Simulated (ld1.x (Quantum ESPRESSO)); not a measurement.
## Wu–Cohen RRKJ dataset for Cl (Z = 17), non-relativistic all-electron reference.

chlorine (Cl), norm-conserving RRKJ (Kleinman–Bylander form), made with ld1.x (Quantum ESPRESSO) 7.5 (Wu–Cohen, non-relativistic). Core [Ne], reference 3s1 3p6. Waves: 3p (bound): rc 0.95 bohr; 3d channel at 0.05 Ry: rc 1.10 bohr; 3s (bound): rc 1.40 bohr. Local part: the s channel. Core correction: a·sin(br)/r model core inside 0.45 bohr.

All-electron outer shells of the reference configuration (Wu–Cohen, non-relativistic, ld1.x):

```csv
shell,level (eV),outermost node (bohr),outermost maximum (bohr)
2p,-192.86,–,0.30
3s,-21.11,0.56,1.27
3p,-9.12,0.53,1.43
```

**Question.** Estimate the cutoffs (Ry, on a coarse ladder) from which the occupation-weighted sum of valence levels, in a spherical-Bessel basis at the reference potential, stays within 10 and 1 mRy of its value at 400 Ry.

**Answer.** 140 Ry and 230 Ry.

**Question.** Does the potential have ghost states?

**Answer.** No extra level below or beside the all-electron valence levels (p, d, s, f tested).

**Question.** Which valence shell sets the plane-wave cutoff?

**Answer.** 3p: its level needs 160 Ry to come within 1 mRy, against 70 Ry for 3s.

**Question.** Tests: 3s2 3p5; 3s2 3p4; 3s2 3p3; 3s2 3p1; 3s2 3p5.3; 3s1 3p5; 3s2 3p4.5. Which has the largest error in its energy relative to the reference configuration, and how large is it?

**Answer.** 3s2 3p1, with +141 meV (all-electron minus pseudo) on +117.95 eV.
